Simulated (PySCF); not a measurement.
Isomers of C9H12O, mass 136.089 u with the commonest isotopes. Method used: PBE0-D3(BJ)/def2-SVP geometry optimisation, gas phase (PySCF). One conformer each, none proved a minimum here; rigid rotors.

Problem. Order these by rotational constant B, smallest first.
A. `[CH3:1][O:2][C:3]1=[CH:4][CH:5]=[CH:6][C:7]12[CH2:8][CH2:9][CH2:10]2` with C1–O2–C3–C4 0°
B. `[CH3:1][CH:2]([CH3:3])[c:4]1[cH:5][cH:6][c:7]([OH:8])[cH:9][cH:10]1` with C1–C2–C4–C5 63°, C6–C7–O8–H 0°
C. `[CH3:1][O:2][c:3]1[cH:4][cH:5][cH:6][c:7]([CH3:8])[c:9]1[CH3:10]` with C1–O2–C3–C4 1°
D. `[CH3:1][CH2:2][O:3][C@H:4]1[C@H:5]2[CH:6]=[CH:7][C@@H:8]1[CH:9]=[CH:10]2` with C1–C2–O3–C4 175°, C2–O3–C4–C5 75°

Solution. B (731.2 MHz), D (910.2 MHz), C (1112 MHz), A (1248 MHz).

Problem. Order these by rotational constant A, largest first.
A. `[CH3:1][CH:2]([CH3:3])[c:4]1[cH:5][cH:6][c:7]([OH:8])[cH:9][cH:10]1` with C1–C2–C4–C5 63°, C6–C7–O8–H 0° (4-isopropylphenol)
B. `[CH3:1][O:2][c:3]1[cH:4][cH:5][cH:6][c:7]([CH3:8])[c:9]1[CH3:10]` with C1–O2–C3–C4 1° (2,3-dimethylanisole)
C. `[CH3:1][CH2:2][O:3][C@H:4]1[C@H:5]2[CH:6]=[CH:7][C@@H:8]1[CH:9]=[CH:10]2` with C1–C2–O3–C4 175°, C2–O3–C4–C5 75°
D. `[CH3:1][O:2][C:3]1=[CH:4][CH:5]=[CH:6][C:7]12[CH2:8][CH2:9][CH2:10]2` with C1–O2–C3–C4 0°

Solution. A (3315 MHz), C (3033 MHz), B (2210 MHz), D (2023 MHz).

Problem. Order these by out-of-plane moment Σ m c² = (Ia + Ib − Ic)/2, largest first.
A. `[CH3:1][CH2:2][O:3][C@H:4]1[C@H:5]2[CH:6]=[CH:7][C@@H:8]1[CH:9]=[CH:10]2` with C1–C2–O3–C4 175°, C2–O3–C4–C5 75°
B. `[CH3:1][O:2][c:3]1[cH:4][cH:5][cH:6][c:7]([CH3:8])[c:9]1[CH3:10]` with C1–O2–C3–C4 1° (2,3-dimethylanisole)
C. `[CH3:1][O:2][C:3]1=[CH:4][CH:5]=[CH:6][C:7]12[CH2:8][CH2:9][CH2:10]2` with C1–O2–C3–C4 0°
D. `[CH3:1][CH:2]([CH3:3])[c:4]1[cH:5][cH:6][c:7]([OH:8])[cH:9][cH:10]1` with C1–C2–C4–C5 63°, C6–C7–O8–H 0° (4-isopropylphenol)

Solution. A (75.06 u·Å²), D (54.50 u·Å²), C (40.75 u·Å²), B (4.77 u·Å²).

```json
{"SMILES": "CC(C)c1ccc(O)cc1", "point group": "Cs", "Ia (u·Å²)": "152.45", "Ib (u·Å²)": "691.13", "Ic (u·Å²)": "734.59", "κ": "-0.97", "μa (D)": "0.21", "μb (D)": "1.31", "μc (D)": "0.00"}
{"SMILES": "COC1=CC=CC12CCC2", "point group": "Cs", "Ia (u·Å²)": "249.79", "Ib (u·Å²)": "404.84", "Ic (u·Å²)": "573.13", "κ": "-0.36", "μa (D)": "1.02", "μb (D)": "0.68", "μc (D)": "0.00"}
{"SMILES": "CCO[C@H]1[C@H]2C=C[C@@H]1C=C2", "point group": "C1", "Ia (u·Å²)": "166.62", "Ib (u·Å²)": "555.25", "Ic (u·Å²)": "571.76", "κ": "-0.98", "μa (D)": "0.24", "μb (D)": "0.87", "μc (D)": "0.48"}
{"SMILES": "COc1cccc(C)c1C", "point group": "Cs", "Ia (u·Å²)": "228.63", "Ib (u·Å²)": "454.48", "Ic (u·Å²)": "673.57", "κ": "-0.50", "μa (D)": "0.86", "μb (D)": "0.17", "μc (D)": "0.01"}
```
